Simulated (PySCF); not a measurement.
```xyz
4
charge 0 multiplicity 1, angstrom
Pb    0.1256    0.0000    0.0000
O    -1.7753    0.0000    0.0000
H     1.1325    1.4542    0.0000
H     1.1325   -1.4542    0.0000
```

Level of theory: PySCF, PBE0, basis Pb def2-TZVP with ECP60, O def2-TZVP, H def2-TZVP (scalar-relativistic core potentials, no spin–orbit coupling, density fitting).

This geometry of H₂PbO is a stationary point at this level.

(1) What is the point group?

(2) Is it a minimum?

(3) Give the atomic charges and bond orders.

(4) What is the atomisation energy, with and without zero-point energy?

## Answers

(1) C2v.

(2) Yes: all harmonic wavenumbers are real.

(3) 
```tsv
atom	Mulliken	Löwdin	polar tensor	Mayer order to Pb1
Pb1	0.70	0.58	1.22	–
O2	-0.63	-0.48	-0.71	1.72
H3,4	-0.03	-0.05	-0.26	0.82
```

(4) 705 kJ/mol without, 672 kJ/mol with.

This need not be the most stable arrangement of these atoms. With an element this heavy the missing spin–orbit coupling can shift these numbers.
